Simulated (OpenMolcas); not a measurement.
## Computed levels of Ru I

```yaml
Program: OpenMolcas
Method: "SS-CASPT2, IPEA 0.25 Eh, imaginary shift 0.1 Eh (closed shells correlated: 4s 4p)"
Basis: ANO-RCC-VTZP [7s6p4d2f1g]
Scalar_Hamiltonian: DKH2, point nucleus
Active_space: 8 electrons in 6 orbitals (4d 5s)
State_averaging: 2S+1 = 5 even, 15 roots; 2S+1 = 3 even, 75 roots kept (CI in the orbitals of an earlier block); 2S+1 = 1 even, 57 roots kept (CI in the orbitals of an earlier block)
Spin-orbit_coupling: RASSI with atomic mean-field integrals over the reference wave functions, term energies averaged over their components
```

Spin-free terms above the lowest, with the occupations of the reference:

| Configuration | Term | E (cm-1) | Occupations |
| --- | --- | --- | --- |
| 4d7 5s | 5F | 0.0 | 4d 7.00 5s 1.00 |
| 4d6 5s2 | 5D | 3660 | 4d 6.00 5s 2.00 |
| 4d7 5s | 3F(1) | 5810 | 4d 6.97 5s 1.03 |
| 4d7 5s | 5P | 8270 | 4d 7.00 5s 1.00 |
| 4d7 5s | 3P(1) | 10610 | 4d 6.83 5s 1.17 |
| 4d7 5s | 3G | 11970 | 4d 6.97 5s 1.03 |
| 4d7 5s | 3P(2) | 13550 | 4d 6.92 5s 1.08 |
| 4d7 5s | 1G | 14330 | 4d 6.99 5s 1.01 |
| 4d7 5s | 1D | 15300 | 4d 6.93 5s 1.07 |
| 4d7 5s | 3H | 15350 | 4d 6.93 5s 1.07 |
| 4d7 5s | 3D | 15600 | 4d 6.96 5s 1.04 |
| 4d7 5s | 3F(2) | 16360 | 4d 6.59 5s 1.41 |
| 4d7 5s | 1P | 18410 | 4d 7.00 5s 1.00 |
| 4d7 5s | 1H | 18610 | 4d 7.00 5s 1.00 |
| 4d6 5s2 | 3H | 20300 | 4d 6.07 5s 1.93 |

With spin-orbit coupling, above the lowest level:

| Configuration | Term | J | E (cm-1) | Measured (cm-1) | g | Term weight % | Second |
| --- | --- | --- | --- | --- | --- | --- | --- |
| 4d7 5s | 5F | 5 | 0.0 | 0.0 | 1.398 | 99 |  |
| 4d7 5s | 5F | 4 | 1209 | 1191 | 1.348 | 98 |  |
| 4d7 5s | 5F | 3 | 2150 | 2092 | 1.249 | 99 |  |
| 4d7 5s | 5F | 2 | 2810 | 2713 | 1.001 | 99 |  |
| 4d7 5s | 5F | 1 | 3220 | 3105 | 0.007 | 98 |  |
| 4d6 5s2 | 5D | 4 | 4060 | 7483 | 1.493 | 97 |  |
| 4d6 5s2 | 5D | 3 | 5160 | 8575 | 1.497 | 99 |  |
| 4d6 5s2 | 5D | 2 | 5780 | 9058 | 1.499 | 98 |  |
| 4d7 5s | 3F(1) | 4 | 6120 |  | 1.251 | 94 |  |
| 4d6 5s2 | 5D | 1 | 6180 | 9073 | 1.501 | 98 |  |
| 4d6 5s2 | 5D | 0 | 6370 | 9492 |  | 98 |  |
| 4d7 5s | 3F(1) | 3 | 7700 |  | 1.087 | 97 |  |
| 4d7 5s | 3F(1) | 2 | 8590 |  | 0.741 | 89 | 4 1D |
| 4d7 5s | 5P | 2 | 9150 | 8044 | 1.677 | 68 | 24 3P(1) |
| 4d7 5s | 5P | 3 | 9330 | 8771 | 1.665 | 99 |  |
| 4d7 5s | 5P | 1 | 10060 | 9620 | 2.359 | 86 | 10 3P(1) |
| 4d7 5s | 3P(1) | 2 | 11660 |  | 1.563 | 66 | 24 5P |
| 4d7 5s | 3G | 5 | 12780 |  | 1.192 | 92 | 5 3H |
| 4d7 5s | 3P(1) | 1 | 13290 |  | 1.577 | 80 | 12 5P |
| 4d7 5s | 3G | 4 | 13350 |  | 1.033 | 83 | 7 3H |
| 4d7 5s | 3P(1) | 0 | 13620 |  |  | 73 | 26 3P(2) |
| 4d7 5s | 3G | 3 | 14230 |  | 0.758 | 98 |  |
| 4d7 5s | 3P(2) | 1 | 14660 |  | 1.438 | 80 | 10 1P |
| 4d7 5s | 3P(2) | 2 | 15060 |  | 1.436 | 80 | 13 1D |
| 4d7 5s | 3P(2) | 0 | 15460 |  |  | 73 | 26 3P(1) |
| 4d7 5s | 1G | 4 | 15560 |  | 1.009 | 67 | 12 3H |
| 4d7 5s | 3H | 6 | 16450 |  | 1.167 | 100 |  |
| 4d7 5s | 1D | 2 | 16850 |  | 1.094 | 51 | 41 3D |
| 4d7 5s | 3D | 3 | 16850 |  | 1.333 | 98 |  |
| 4d7 5s | 3H | 5 | 17090 |  | 1.039 | 91 | 4 1H |
| 4d7 5s | 3F(2) | 4 | 17770 |  | 1.198 | 82 | 7 3H |
| 4d7 5s | 3D | 1 | 17790 |  | 0.699 | 71 | 15 1P |
| 4d7 5s | 3F(2) | 3 | 18050 |  | 1.078 | 97 |  |
| 4d7 5s | 3H | 4 | 18140 |  | 0.861 | 73 | 21 1G |
| 4d7 5s | 3F(2) | 2 | 18310 |  | 0.687 | 96 | 2 3D |
| 4d7 5s | 3D | 2 | 18740 |  | 1.139 | 50 | 30 1D |
| 4d7 5s | 1H | 5 | 20370 |  | 1.010 | 89 | 4 4d6 5s2 3H |
| 4d7 5s | 1P | 1 | 21140 |  | 0.930 | 73 | 20 3D |
| 4d6 5s2 | 3H | 6 | 21240 |  | 1.163 | 98 | 2 1I |
| 4d6 5s2 | 3H | 5 | 21640 |  | 1.056 | 80 | 14 3G |

Against the 12 measured excited levels shown (NIST Handbook of Basic Atomic Spectroscopic Data) the mean absolute deviation is 1500 cm-1; the largest miss in energy is 4d6 5s2 5D4: computed 4060, measured 7483 cm-1 (-45.7 %). Levels of one J stand in another order than measured, so their pairing by name is doubtful.

Spin-orbit coupling puts the lowest level 1585 cm-1 below the lowest spin-free term.

For 5F the intervals divided by the larger J are -206.4, -218.9, -235.8, -241.9 cm-1. Landé's interval rule makes them equal in pure LS coupling; they differ by 16 % of their mean. The multiplet is inverted.

Term energies are means over components that CASPT2 splits; among the terms shown or strongly mixed into the levels shown the widest spread is 630 cm-1 (4d7 5s 1H). Terms from blocks run as CI alone lack orbitals of their own. Configurations are named by rounded mean occupations; where the s occupation lies near a half they are strongly mixed, a name can repeat and a true partner stay unpaired. A single d shell beside an s shell can misplace configurations of different d count against each other. The CASPT2 spread within a term exceeds the gap to the next term for 4d7 5s 1D and 4d7 5s 3H, 4d7 5s 1P and 4d7 5s 1H, so the order of their levels is uncertain. Computed and measured levels are paired by configuration, term and J; levels that our copy of the source lacks, or whose pairing is in doubt (as where it misses far off the trend of its configuration), stay unpaired and out of the deviations. Only configurations of the active space appear. The first state left out of the spin-orbit step lies near 35000 cm-1 above the lowest spin-free state of the reference (among the parities and spins computed), and the list stops at four fifths of that energy or lower. The table shows the lowest 40 of 51 levels.

The term weight is that of the spin-free term in the level, not the purity of its configuration. A number in round brackets counts repeated terms of one configuration in the order of the reference energies.
